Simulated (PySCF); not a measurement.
Cartesian coordinates in Å; atom numbers follow the order of the lines, from 1:
```xyz
13

Si   -1.502    0.618   -0.298
F    -2.413    0.671    1.014
F    -1.258    2.092   -0.859
F    -2.340   -0.201   -1.383
N     0.014   -0.072    0.062
C     0.029   -1.303    0.874
Si    1.472    0.600   -0.519
F     1.361    0.971   -2.067
F     1.922    1.930    0.242
F     2.634   -0.479   -0.310
H    -0.603   -1.184    1.766
H     1.050   -1.528    1.206
H    -0.334   -2.166    0.294
```

[PySCF 2.14.0 with density-fitted response routines: PBE0-D3(BJ)/def2-SVP structure; GIAO PBE0/pcSseg-1 shieldings; equivalent nuclei averaged; one computed conformer; isolated molecule; relativity neglected]

δ = σ(ref) − σ, references computed at the same level: 13C (184.41 ppm), 1H (31.27 ppm), 29Si (351.99 ppm) vs TMS; 19F (177.25 ppm) vs CFCl3; NH3 for 15N (265.67 ppm).

```json
{"atoms": "H11/H12/H13", "nucleus": "1H", "count": "3", "δ (ppm)": "2.82"}
{"atoms": "Si1/Si7", "nucleus": "29Si", "count": "2", "δ (ppm)": "?"}
{"atoms": "N5", "nucleus": "15N", "count": "1", "δ (ppm)": "30.7"}
{"atoms": "F2/F3/F4/F8/F9/F10", "nucleus": "19F", "count": "6", "δ (ppm)": "?"}
{"atoms": "C6", "nucleus": "13C", "count": "1", "δ (ppm)": "29.7"}
```

Fill in the missing shifts.

Results:


- Si1/Si7: -78.9 ppm, silicon bonded to 3 F, N
- F2/F3/F4/F8/F9/F10: -153.4 ppm, fluorine bonded to Si

Shifts are as computed. Against solution values, carbons near 30 ppm lie about +2 ppm off and those near 130 ppm about +5 ppm. Of 1309 compounds with measured shifts, 239 miss one by over three times the rms of a fit or turn the order of signals round; such compounds aren't used in these exercises. The averaged F atoms aren't alike in the static structure (σ from 323 to 342 ppm); the average presumes fast exchange among these sites. Unscaled 19F shifts against computed CFCl3 carry errors that often reach 10 to 50 ppm. Experimental scales use liquid or dissolved standards, which lie at an offset from isolated NH3 (liquid NH3: subtract about 20 ppm).
